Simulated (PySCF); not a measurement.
**Two-dimensional NMR puzzle**

Compound of formula C₈H₁₀O. Correlations simulated from computed shifts and the bond graph:

HSQC (one-bond C–H):
```
  δH     δC
7.21  134.9
6.84  119.3
6.78  124.6
6.35  114.0
2.42   33.5
1.14   21.0
```

COSY cross peaks (H two or three bonds apart, from the bond graph; peaks can be absent where the dihedral angle is near 90°):
```
  δH    δH
7.21  6.78
7.21  6.35
2.42  1.14
```

HMBC (two and three bonds, from the bond graph):
```
  δH                                δC
7.21        162.3, 153.3, 124.6, 114.0
6.84  162.3, 153.3, 124.6, 114.0, 33.5
6.78  153.3, 134.9, 119.3, 114.0, 33.5
6.35        162.3, 134.9, 124.6, 119.3
2.42         153.3, 124.6, 119.3, 21.0
1.14                       153.3, 33.5
```

Carbons without hydrogens: δ 162.3, 153.3.

One conformer, isolated molecule, fast rotation and ring inversion assumed for equivalent nuclei, relativity neglected. Shieldings: GIAO PBE0/pcSseg-1; geometry from PBE0-D3(BJ)/def2-SVP; PySCF 2.14.

References, each an isolated molecule treated in the same way: $^{1}$H, $^{13}$C against TMS.

Exchangeable hydrogens are left out of these lists.

Q: Which molecule is this?

A: 3-ethylphenol (CCc1cccc(O)c1).

Structure with atom numbers: `[CH3:1][CH2:2][c:3]1[cH:4][cH:5][cH:6][c:7]([OH:8])[cH:9]1`. Hydrogens are named by the atom that carries them.

1. δC 162.3 is C7, an aromatic carbon bearing oxygen.
2. δC 153.3 is C3, a substituted aromatic carbon.
3. δC 134.9 is C5, an aromatic CH (δH 7.21).
4. δC 124.6 is C4, an aromatic CH (δH 6.78).
5. δC 119.3 is C9, an aromatic CH (δH 6.84).
6. δC 114.0 is C6, an aromatic CH (δH 6.35).
7. δC 33.5 is C2, an sp3 CH2 on an aromatic ring (δH 2.42).
8. δC 21.0 is C1, a methyl carbon (δH 1.14).
9. HMBC from δH 7.21 reaches the proton-free carbons C7, C3.
10. HMBC from δH 6.84 reaches the proton-free carbons C7, C3.
11. HMBC from δH 6.78 reaches the proton-free carbon C3.
12. HMBC from δH 6.35 reaches the proton-free carbon C7.
13. COSY links 7.21–6.78, 7.21–6.35, 2.42–1.14.

This is the structure that produced the data.

OH and NH positions are those of a molecule without intermolecular hydrogen bonds; in solution they move with solvent, concentration and temperature, and exchange usually removes their couplings. Shifts are as computed. Against solution values, carbons near 30 ppm lie about +2 ppm off and those near 130 ppm about +5 ppm. Of 1211 compounds with measured shifts, 218 miss one by over three times the rms of a fit or turn the order of signals round; such compounds aren't used in these exercises.
